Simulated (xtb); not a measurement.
xtb input:

```bash
xtb mol.xyz --gfn 1 --sp --chrg -1 --uhf 0
```
mol.xyz:
```
6

C      1.18568515    -0.00032916    -0.46617828
C      0.18032070    -0.08185939     0.39341782
O     -1.18095614     0.08485778    -0.01543692
H      2.14850649    -0.15859626     0.05200681
H      0.15785057    -0.27079231     1.47459053
H     -1.05474301     0.24365758    -0.96653919
```

Problem. Predict the final energy.

Solution. -10.63651 Eh (GFN1-xTB).

It need not be the lowest isomer of its formula. Whether it binds its extra electron was not tested at this geometry.
